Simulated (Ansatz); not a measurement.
Ansatz (a program for electronic structure) input (B3LYP/6-31G* with LANL2DZ past Ar): The .json file joins the Basis Set Exchange's 6-31G* for atoms up to Ar and LANL2DZ past it.

Ansatz 0.2 input:
```yaml
crystal:
  periodic: [false, false, false]
  atoms:
    - {symbol: Te, position_ang: [-0.00071510, 0.04364200, 0.00228047]}
    - {symbol: H, position_ang: [-1.16756663, -1.15467973, -0.04873363]}
    - {symbol: H, position_ang: [1.20475203, -1.11470423, -0.06985070]}
basis:
  gaussian:
    orbitals: 6-31Gs+LANL2DZ.json
hamiltonian:
  xc: {name: B3LYP}
phonons: {temperatures: {t_min: 298.15, t_max: 298.15, t_step: 100}}
```

Q: Which harmonic wavenumbers does it give?

A: 926, 2046, 2066 cm⁻¹ (unscaled; negative means imaginary).
